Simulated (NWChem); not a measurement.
Relativistic effects in C₂H₄I

```
C
H 1 1.1017
H 1 1.1019 2 108.30
H 1 1.1078 2 106.82 3 -115.22
C 1 1.4794 2 112.11 4 -123.45
H 5 1.0922 1 122.78 2 -151.86
I 5 2.0702 6 113.89 1 163.26
```
Charge 0, spin multiplicity 2.

All runs are NWChem calculations. Structure: optimised with UPBE0/def2-SVP with def2 effective core potentials on I, a minimum by its harmonic frequencies.

Functional PBE0, all-electron basis x2c-SVPall-2c, contracted for the X2C Hamiltonian and used here with ZORA. The ion keeps the geometry and has multiplicity 1 in the scalar run; the spin-orbit run starts from the same electron counts.

Costs are rough ratios of processor time within this set of runs, SCF included, with scalar ZORA as 1.

The structure started from a generated list of species. No SCF solution was tested for a lower state.

```csv
Hamiltonian,ΔSCF ionisation energy (eV),relative cost
scalar ZORA,7.96,1
spin-orbit ZORA,…,under 3
```

**Question.** Some entries are withheld; supply them.

**Answer.** 
- spin-orbit ZORA, ΔSCF ionisation energy (eV): 7.93
